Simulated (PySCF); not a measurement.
B2Cl3, SMILES Cl[B]B(Cl)Cl (connectivity only; charge and spin as stated), charge +1, multiplicity 1.

Geometry: PBE-D3(BJ)/def2-SVP. The spin state was assumed, not searched. The isomer is the one that the SMILES or the coordinates give; other isomers of the formula were not compared. The values are those of a single conformer.

The numbers are results of PBE/def2-TZVP (PySCF), not measurements.

Symmetry labels are those of the subgroup C2v that the program uses (full group C2v).

Question: List the valence orbital energies around the gap with their symmetry. (Estimate from the structure and the level; the computed values follow.)

Answer: 
```json
[
 {"orbital": "HOMO−7", "symmetry": "B2", "energy (eV)": "-16.29"},
 {"orbital": "HOMO−6", "symmetry": "A1", "energy (eV)": "-16.25"},
 {"orbital": "HOMO−5", "symmetry": "B1", "energy (eV)": "-16.11"},
 {"orbital": "HOMO−4", "symmetry": "B2", "energy (eV)": "-15.82"},
 {"orbital": "HOMO−3", "symmetry": "B1", "energy (eV)": "-14.62"},
 {"orbital": "HOMO−2", "symmetry": "A2", "energy (eV)": "-13.35"},
 {"orbital": "HOMO−1", "symmetry": "B2", "energy (eV)": "-13.07"},
 {"orbital": "HOMO", "symmetry": "A1", "energy (eV)": "-12.99"},
 {"orbital": "LUMO", "symmetry": "B1", "energy (eV)": "-10.19"},
 {"orbital": "LUMO+1", "symmetry": "B2", "energy (eV)": "-9.26"},
 {"orbital": "LUMO+2", "symmetry": "B1", "energy (eV)": "-6.62"},
 {"orbital": "LUMO+3", "symmetry": "A1", "energy (eV)": "-5.71"}
]
```
